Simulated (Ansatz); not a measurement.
Geometry optimisation, RHF/def2-SVP (Ansatz).

Input:

```yaml
crystal:
  periodic: [false, false, false]
  atoms:
    - { symbol: W, position_ang: [0.0, 0.0, 0.0] }
    - { symbol: H, position_ang: [0.8322, 0.0, 1.7303] }
    - { symbol: F, position_ang: [1.8273, 0.0, 0.9293] }
    - { symbol: F, position_ang: [0.0, 1.85, 0.0] }
    - { symbol: F, position_ang: [-1.85, 0.0, 0.0] }
    - { symbol: F, position_ang: [0.0, -1.85, 0.0] }
    - { symbol: F, position_ang: [0.0, 0.0, -1.85] }
basis:
  gaussian: { orbitals: def2-SVP }
hamiltonian:
  xc: hf
relax:
  f_tol: 0.15
  max_steps: 25
  restrain:
    - { distance: [1, 2], at: 0.92, k: 30.0 }
    - { distance: [0, 1], at: 2.92, k: 30.0 }
    - { distance: [0, 2], at: 3.05, k: 30.0 }
output:
  orbitals: {}
```

Launched with:

```bash
$ ansatz run input.yaml --threads 2 --pin off --max-ram 3072MiB --backend cpu --events-out ev --progress --plain --runs-dir out
```

Task: Where does it end, and by what steps?

Result: It converged. The restraints hold the end off the free minimum; the threshold counts their pulls, which the force column leaves out. Restrained pairs: H2–F3 (1.28 → 0.91 Å), W1–H2 (1.92 → 2.93 Å), W1–F3 (2.05 → 3.05 Å). After 24 steps the energy has fallen by 4.997 eV (the restraints' own energy left out); H2 moved furthest, 1.25 Å.

```csv
step,energy less start (eV),largest force component (eV/Å),accepted
0,0.0000,5.809,yes
1,-0.1599,6.657,yes
2,-1.4757,9.338,yes
3,-3.8407,2.971,yes
4,-4.5293,0.828,yes
5,-4.7108,0.647,yes
6,-4.7796,1.231,yes
7,-4.8264,0.721,yes
8,-4.8456,0.636,yes
9,-4.8463,0.446,yes
10,-4.8468,0.375,yes
11,-4.8464,0.388,no
12,-4.8479,0.572,yes
13,-4.8469,0.795,no
14,-4.8491,0.499,yes
15,-4.8498,0.583,yes
16,-4.8495,0.834,yes
17,-4.8543,0.989,yes
18,-4.8781,0.864,yes
19,-4.8748,1.673,no
20,-4.8992,0.789,yes
21,-4.9243,0.723,yes
22,-4.9616,0.613,yes
23,-4.9843,0.438,yes
24,-4.9974,0.303,yes
```

```xyz
7
Properties=species:S:1:pos:R:3
W -0.564 -0.191 -0.336
H 1.649 0.832 1.287
F 2.031 0.006 1.254
F -0.066 1.390 0.510
F -2.326 0.068 0.117
F -0.767 -2.003 -0.517
F 0.852 -0.102 -1.504
```

Time of the run: 45 s on 2 threads of Arm Neoverse V2, with other jobs on the host, peak memory 0.25 GiB.
